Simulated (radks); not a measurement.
The tellurium anion Te2-, [Xe], held by a Watson sphere: a shell of charge +2.31 at radius R that stands for the Madelung well of a crystal (potential energy -2.31/R inside, -2.31/r outside, in hartree with lengths in bohr). All-electron calculation, scalar-relativistic Kohn-Sham, LDA (Slater exchange, Perdew-Wang correlation), spin-polarised, spherical densities, finite nucleus; Fermi nuclear charge, rms radius of each element as measured or else 0.836 A^(1/3) + 0.57 fm. Program: a radial shooting solver on a logarithmic mesh with Libxc functionals. Response by self-consistent Sternheimer equations with the Hartree and adiabatic LDA kernel, the relativistic mass of each level held fixed and spin-orbit coupling left out. The sphere does not respond.

| R (bohr) | e(4d) (eV) | e(5s) (eV) | e(5p) (eV) | <r> 5p (bohr) | sum of <r^2> (bohr^2) | X-ray form factor at sin(theta)/lambda = 0.3 1/angstrom | alpha (bohr^3) |
|---|---|---|---|---|---|---|---|
| 2.5 | -43.415 | -18.978 | -9.895 | 2.575 | 74.72 | 35.891 | 37.37 |
| 3.56 | -41.392 | -16.265 | -7.882 | 2.850 | 86.37 | 36.004 | 62.82 |
| 3.83 | -41.017 | -15.723 | -7.393 | 2.910 | 89.13 | 36.022 | 71.55 |
| 5.24 | -39.367 | -13.584 | -5.272 | 3.161 | 102.1 | 36.054 | 134.4 |
| 5.54 | -39.074 | -13.240 | -4.912 | 3.204 | 104.6 | 36.056 | 152.3 |
